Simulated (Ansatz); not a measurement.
Consider the cleavage of the Si–Ge bond: `F[SiH2][GeH3]` + `NBO` → `NBO[SiH2]F` + GeH₄.

Gas-phase electronic energies from Ansatz, PBE0-D4/def2-TZVP geometries. CBS: MP2 limit from def2 TZ/QZ plus the TZ coupled-cluster correction, frozen cores. This one scheme is used for every species. Functionals use def2-TZVPP. B3LYP here is the variant with VWN-RPA as its local correlation; programs differ in this. For Ge outer-core shells are correlated without core-valence functions, which leaves a few kJ/mol of doubt a bond. Scalar relativity is left out up to krypton. One conformer a species, not always the lowest.

```
             level  ΔE (kJ/mol)  difference from CCSD(T)/CBS
          B3LYP-D4       -107.1                          0.8
           ωB97X-V       -106.7                          1.2
           ωB97M-V       -109.2                         -1.3
            r2SCAN       -104.0                          3.9
    MP2/def2-TZVPP       -114.6                         -6.7
SCS-MP2/def2-TZVPP       -117.8                         -9.9
   CCSD/def2-TZVPP       -112.5                         -4.6
CCSD(T)/def2-TZVPP       -110.5                         -2.6
     MP2/CBS(def2)       -112.0                         -4.1
    CCSD/CBS(def2)       -109.9                         -2.0
       CCSD(T)/CBS       -107.9                            0
```

Largest T1 diagnostic among the species: 0.012.

In def2-TZVPP, CCSD(T) changes the Hartree–Fock value by +20.0 kJ/mol (the triples alone add +2.0 kJ/mol) and MP2 by +15.9 kJ/mol. From PBE to PBE0 (25 % exact exchange), in def2-TZVPP and without D4, ΔE moves by −7.8 kJ/mol.
